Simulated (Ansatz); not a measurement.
**Strength of the Ge–H bond: Ge2H6O → Ge2H5O + H**

Species: Ge2H6O `[GeH3][O][GeH3]`, singlet; Ge2H5O `[GeH2][O][GeH3]`, doublet; H atom, doublet. 

Shapes, held fixed at every level: PBE0-D4/def2-TZVP. Flexible molecules stand in one conformer, not always the lowest. Programs: Ansatz 0.2.0. The zero-point and thermal change to 298 K, harmonic and unscaled (PBE0-D4/def2-TZVP), is -18.5 kJ/mol.

```json
{"level": "HF/def2-SVP", "kind": "Hartree–Fock", "ΔH(298 K) (kJ/mol)": "+277.0", "less CCSD(T)/def2-TZVPP": "-76.6", "CPU time (sum over the molecules)": "–"}
{"level": "PBE-D4/def2-TZVPP", "kind": "GGA", "ΔH(298 K) (kJ/mol)": "+328.9", "less CCSD(T)/def2-TZVPP": "-24.7", "CPU time (sum over the molecules)": "20 s"}
{"level": "B3LYP-D4/def2-TZVPP", "kind": "global hybrid", "ΔH(298 K) (kJ/mol)": "+343.6", "less CCSD(T)/def2-TZVPP": "-10.0", "CPU time (sum over the molecules)": "31 s"}
{"level": "PBE0-D4/def2-TZVPP", "kind": "global hybrid", "ΔH(298 K) (kJ/mol)": "+336.4", "less CCSD(T)/def2-TZVPP": "-17.2", "CPU time (sum over the molecules)": "24 s"}
{"level": "wB97X-V/def2-TZVPP", "kind": "range-separated hybrid", "ΔH(298 K) (kJ/mol)": "+354.0", "less CCSD(T)/def2-TZVPP": "+0.4", "CPU time (sum over the molecules)": "53 s"}
{"level": "MP2/def2-SVP", "kind": "perturbation theory", "ΔH(298 K) (kJ/mol)": "+332.9", "less CCSD(T)/def2-TZVPP": "-20.7", "CPU time (sum over the molecules)": "–"}
{"level": "CCSD(T)/def2-SVP", "kind": "coupled cluster or CI", "ΔH(298 K) (kJ/mol)": "+342.8", "less CCSD(T)/def2-TZVPP": "-10.8", "CPU time (sum over the molecules)": "90 s"}
{"level": "CCSD(T)/def2-TZVPP", "kind": "coupled cluster or CI", "ΔH(298 K) (kJ/mol)": "+353.6", "less CCSD(T)/def2-TZVPP": "0.0", "CPU time (sum over the molecules)": "25 min"}
```

The highest level, CCSD(T)/def2-TZVPP, gives ΔH(298 K) = +353.6 kJ/mol; the levels span +277.0 to +354.0. The column of differences is taken from that level and isn't an error. Hartree–Fock misses the correlation of the pair that is broken and comes out low. No measured value is set beside it here. Open shells run unrestricted unless RO is named. Relativity is left out for Ge unless named. Correlated rows may include outer-core shells of Ge, which these sets cover unevenly. Times are processor times on shared x86 and Arm servers, and rough.
